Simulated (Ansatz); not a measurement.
Reaction (substitution at a C–C bond): `[SiH3]CC[SiH2]Cl` + `O[SiH3]` → `[SiH3]OC[SiH2]Cl` + `C[SiH3]`

Computed with Ansatz on PBE0-D4/def2-TZVP structures; ΔE is electronic, products minus reactants. CBS: MP2 limit from def2 TZ/QZ plus the TZ coupled-cluster correction, frozen cores. This one scheme is used for every species. DFT in def2-TZVPP. Each species was taken in one conformer, which may not be the lowest.

CCSD(T)/CBS gives +12.4 kcal/mol.

Question: Another level gave +10.8 kcal/mol. Which?
A. r2SCAN/def2-TZVPP
B. PBE0-D4/def2-TZVPP
C. HF/def2-TZVPP
D. MP2/def2-TZVPP

Answer: A. r2SCAN 10.8, HF/def2-TZVPP 7.5, PBE0-D4 12.1, MP2/def2-TZVPP 13.4 kcal/mol.

Largest T1 diagnostic among the species: 0.011.

From PBE to PBE0 (25 % exact exchange), in def2-TZVPP and without D4, ΔE moves by +0.8 kcal/mol. In def2-TZVPP, CCSD(T) changes the Hartree–Fock value by +4.3 kcal/mol (the triples alone add +0.4 kcal/mol) and MP2 by +5.9 kcal/mol. The D4 term adds +2.0 kcal/mol with B3LYP and +1.1 kcal/mol with PBE0; it sums over pairs of atoms, weighted by their polarisabilities, and B3LYP, whose exchange is more repulsive, gets the larger term.

B3LYP here is the variant with VWN-RPA as its local correlation; programs differ in this.
